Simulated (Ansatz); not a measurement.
Mulliken charges of C2H2Br2, SMILES `Br/C=C\Br` from r2SCAN/def2-TZVPP in Ansatz (PBE0-D4/def2-TZVP geometry).

| atom | x (Å) | y (Å) | z (Å) | charge (e) |
| --- | --- | --- | --- | --- |
| Br1 | 0.526 | -2.116 | -0.196 | -0.022 |
| C2 | 0.627 | -0.275 | 0.077 | -0.089 |
| C3 | -0.387 | 0.570 | 0.008 | -0.089 |
| Br4 | -2.153 | 0.115 | -0.381 | -0.022 |
| H5 | 1.623 | 0.080 | 0.310 | 0.111 |
| H6 | -0.236 | 1.627 | 0.182 | 0.111 |

By hand: the dipole of these point charges (1 e Å = 4.8032 D).

Σ q r = (0.168, 0.207, 0.060) e Å, of length 0.273 e Å = 1.31 D.

How does the dipole of the full density compare? (An estimate is asked.)

Ansatz gave: (0.214, 0.263, 0.076) e Å, 1.67 D; the point charges give 0.78 times that, at 0° from its direction.

Point charges leave out the atoms' own dipoles, such as those of lone pairs, and Mulliken's split depends on the basis, so the two needn't agree.
